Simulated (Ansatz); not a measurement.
**A geometry optimisation of C4H4BFN2 with PBE-D3(BJ)/def2-SVP**

The starting geometry of this gas-phase singlet was optimised with GFN2-xTB; its bonds are those of `Bc1ncncc1F`.

```xyz
12

C    -0.9445    0.8234    0.2302
C     1.2079    0.8714    1.0067
C     0.3515    2.8564    0.3804
C    -0.8341    2.2100    0.0505
B    -2.2340    0.0053   -0.1095
F    -1.8569    2.9276   -0.4363
N     0.1269    0.1826    0.7221
N     1.3762    2.1791    0.8611
H    -3.1650    0.5596   -0.5387
H    -2.2255   -1.1429    0.0780
H     2.0508    0.3190    1.4009
H     0.4719    3.9244    0.2547
```

Q: Predict what it relaxes into with PBE-D3(BJ)/def2-SVP.

A: It keeps its bonds, and is `Bc1ncncc1F`.

The energy falls by 0.14 eV over 6 steps:

```
step  E − E(last) (eV)
   1             0.140
   2             0.014
   3             0.000
   4             0.000
   5             0.000
   6             0.000
```

Final geometry (Å):

| atom | x (Å) | y (Å) | z (Å) |
| --- | --- | --- | --- |
| C | -0.9494 | 0.8220 | 0.2289 |
| C | 1.2273 | 0.8594 | 1.0157 |
| C | 0.3607 | 2.8733 | 0.3806 |
| C | -0.8396 | 2.2192 | 0.0471 |
| B | -2.2411 | 0.0107 | -0.1130 |
| F | -1.8547 | 2.9391 | -0.4371 |
| N | 0.1333 | 0.1539 | 0.7294 |
| N | 1.3992 | 2.1915 | 0.8672 |
| H | -3.2221 | 0.5667 | -0.5597 |
| H | -2.2350 | -1.1849 | 0.0799 |
| H | 2.0902 | 0.2994 | 1.4189 |
| H | 0.4564 | 3.9655 | 0.2422 |

The end wasn't checked by frequencies. Run with Ansatz 0.2.0, 25 s on 2 threads of Intel(R) Xeon(R) Processor @ 2.70GHz (shared host).
